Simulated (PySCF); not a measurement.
SMILES C(F)(B(Cl)C(F)(F)F)(F)F, singlet (CAM-B3LYP/def2-SVP optimised geometry):

```
10

B     -0.070    -0.430     0.000
C     -0.823     0.987     0.000
F     -0.883     1.429    -1.267
F     -0.162     1.896     0.724
F     -2.069     0.927     0.468
C      1.535    -0.430     0.000
F      2.069    -1.575    -0.425
F      1.951    -0.228     1.261
F      2.027     0.553    -0.761
Cl    -0.954    -1.896     0.002
```

Computed with CAM-B3LYP/def2-TZVP in PySCF.

Task: What are the frontier orbital energies and the dipole moment?

Result: HOMO-2 -12.93 eV, HOMO-1 -12.70 eV, HOMO -11.25 eV, LUMO -2.01 eV, LUMO+1 1.63 eV; dipole moment 1.75 D.

On the same geometry PBE/def2-TZVP (PySCF 2.14.0) gives HOMO-2 -9.56 eV, HOMO-1 -9.54 eV, HOMO -8.14 eV, LUMO -4.03 eV, LUMO+1 -0.06 eV; dipole moment 1.58 D.

Meta-Löwdin charges at CAM-B3LYP/def2-TZVP: B1 0.15, C2 0.70, F3 -0.27, F4 -0.27, F5 -0.27, C6 0.70, F7 -0.27, F8 -0.27, F9 -0.27, Cl10 0.05.
